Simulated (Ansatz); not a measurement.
```yaml
crystal:
  periodic: [false, false, false]
  atoms:
    - {symbol: F, position_ang: [-2.176151, -1.117934, -0.833579]}
    - {symbol: Sb, position_ang: [-0.241878, -1.047042, -1.257644]}
    - {symbol: Si, position_ang: [-0.040840, 1.502502, -1.037073]}
    - {symbol: Si, position_ang: [0.536552, -1.274913, 1.216826]}
    - {symbol: H, position_ang: [-0.657237, 2.205775, -2.226211]}
    - {symbol: H, position_ang: [-0.705356, 1.977456, 0.228504]}
    - {symbol: H, position_ang: [1.484386, 1.795910, -0.966622]}
    - {symbol: H, position_ang: [0.319811, -2.672996, 1.626485]}
    - {symbol: H, position_ang: [-0.250369, -0.432276, 2.067600]}
    - {symbol: H, position_ang: [1.892817, -0.958392, 1.178798]}
basis:
  gaussian: {orbitals: def2-mTZVPP}
hamiltonian: {xc: {name: M06-2X}, dispersion: d4}
```

```sh
$ ansatz run in.yaml --threads 2 --pin off --events-out ev --progress --plain --max-ram 32768MiB --backend cpu
```

It prints (some lines left out):

```
Error: YAML parse error: error: line 16 column 19: hamiltonian.xc: no functional is named "M06-2X"; the names, which are not case-sensitive, are SVWN5, SPW92, PBE, PBE0, PBEsol, revPBE, revPBE0, RPBE, rPW86-PBE, HSE06, wPBEh, LC-wPBE, HISS, HF, BLYP, B3LYP, B3LYP5, BHLYP, CAM-B3LYP, r2SCAN, r2SCANh, r2SCAN0, r2SCAN50, m-r2SCAN, B97, wB97, wB97X, wB97X-V, B97M-V, wB97M-V, B2PLYP, B2GP-PLYP, PBE0-DH, PBE-QIDH
14 | basis:
15 |   gaussian: {orbitals: def2-mTZVPP}
16 | hamiltonian: {xc: {name: M06-2X}, dispersion: d4}
```

Something in this input is off. What?

The method's name isn't one that the program takes here. The input was rejected before any iteration.

HSE06 is defined as in plane-wave codes.
